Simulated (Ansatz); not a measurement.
Species: trifluoromethylgermane, CH3F3Ge, net charge 0, singlet state. 
Structure (B3LYP-D3(BJ)/def2-TZVP (Ansatz, a quantum-chemistry and plane-wave program) minimum search):
SMILES: F[C](F)(F)[GeH3]
```xyz
8

F     -1.3636     0.8551    -0.9181
C     -0.8567    -0.0223    -0.0215
F     -1.4013     0.2844     1.1785
F     -1.3229    -1.2457    -0.3629
Ge     1.1596     0.0301     0.0291
H      1.6091    -0.9972     1.0717
H      1.5616     1.4538     0.4239
H      1.6531    -0.3313    -1.3746
```

Quantity: vertical ionisation energy (to the doublet state of charge +1; each state is the SCF solution reached for its spin; the molecule has degenerate orbitals, so one determinant may break the symmetry), in eV. Cores are frozen in the correlated levels unless marked. UHF or UKS for open shells. Spin-orbit coupling is left out. The frozen core is the preceding noble-gas configuration, with the filled d and f shells of earlier blocks. Non-relativistic. CBS marks a two-point X^-3 extrapolation of the correlation energy; Hartree-Fock from the larger set. [CCSD(T)-MP2]/basis is that difference in the basis named.

```
level                                                          program  vertical ionisation energy (eV)  minus last row
-------------------------------------------------------------  -------  -------------------------------  --------------
HF/aug-cc-pVQZ                                                  Ansatz                            11.60           -0.53
SVWN5/def2-TZVPD                                                Ansatz                            11.51           -0.62
PBE/def2-TZVPD                                                  Ansatz                            11.28           -0.85
B3LYP/def2-TZVPD                                                Ansatz                            11.74           -0.39
PBE0/def2-TZVPD                                                 Ansatz                            11.70           -0.43
CAM-B3LYP/def2-TZVPD                                            Ansatz                            11.92           -0.21
B2PLYP/def2-TZVPD                                               Ansatz                            11.80           -0.33
MP2/aug-cc-pVDZ                                                 Ansatz                            11.93           -0.20
MP2/aug-cc-pVTZ                                                 Ansatz                            12.07           -0.06
RI-MP2/aug-cc-pVTZ                                              Ansatz                            12.07           -0.06
RI-MP2/CBS(aug-cc-pVTZ,aug-cc-pVQZ)                             Ansatz                            12.19            0.06
CCSD/aug-cc-pVDZ                                                Ansatz                            11.97           -0.16
CCSD/aug-cc-pVTZ                                                Ansatz                            12.09           -0.04
RI-MP2/CBS(aug-cc-pVTZ,aug-cc-pVQZ)+[CCSD(T)-MP2]/aug-cc-pVDZ   Ansatz                            12.15            0.02
RI-MP2/CBS(aug-cc-pVTZ,aug-cc-pVQZ)+[CCSD(T)-MP2]/aug-cc-pVTZ   Ansatz                            12.13            0.00
```
